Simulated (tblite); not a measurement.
A tight-binding relaxation on (PF2)3P, `FP(F)P(P(F)F)P(F)F`.

Computed with GFN2-xTB geometry optimisation, gas phase (tblite 0.8.0). Start geometry: from a force field or distance geometry. A driver script takes a list of jobs; this job's settings line and coordinates (Å) are shown.

Command:
```bash
OMP_NUM_THREADS=1 python probes_run.py task.json out
```

Input:
```
{"job": {"kind": "relax", "xc": "GFN2-xTB", "basis": "xTB"}, "charge": 0, "multiplicity": 1}
F     -0.973900     1.453300     2.039000
P     -0.781900     1.910400     0.379900
F     -2.180200     2.561800    -0.294200
P     -0.132300     0.191800    -0.805700
P     -1.112300    -1.593300    -0.134700
F     -1.674600    -2.663700    -1.330600
F     -0.553700    -2.312200     1.279400
P      2.037800     0.224700    -0.821300
F      2.790200    -1.268100    -0.507800
F      2.589900     1.499900     0.173600
```

Output:
```
step      E/eV     max force
  0   -1050.11123    4.877
  1   -1050.90939    4.165
  2   -1052.52761    1.701
  3   -1053.17082    1.788
  4   -1053.36399    1.341
  5   -1053.60434    1.907
  6   -1053.68677    1.274
  7   -1053.82982    0.582
  8   -1053.84394    0.384
  9   -1053.87977    0.347
... (164 lines left out)
174   -1054.85688    0.041
175   -1054.85728    0.039
176   -1054.85778    0.053
177   -1054.85829    0.055
178   -1054.85874    0.045
179   -1054.85905    0.027
180   -1054.85921    0.020
181   -1054.85931    0.018
182   -1054.85938    0.014
183   -1054.85942    0.008
```

«max force» is the largest atomic force in eV/Å.

Question: From which step on does the largest force stay under 0.1 eV/Å, and how much energy is left to gain from there?

Answer: From step 160 (0.094 eV/Å), 7.4 meV above the end.

Main results: energy lowered by 109.5 kcal/mol over 183 steps; largest atomic force 0.008 eV/Å at the end.

Run on one thread of an x86-64 server, on a shared host.
Labels such as C1 count atoms from 1, the log's own numbers from 0.
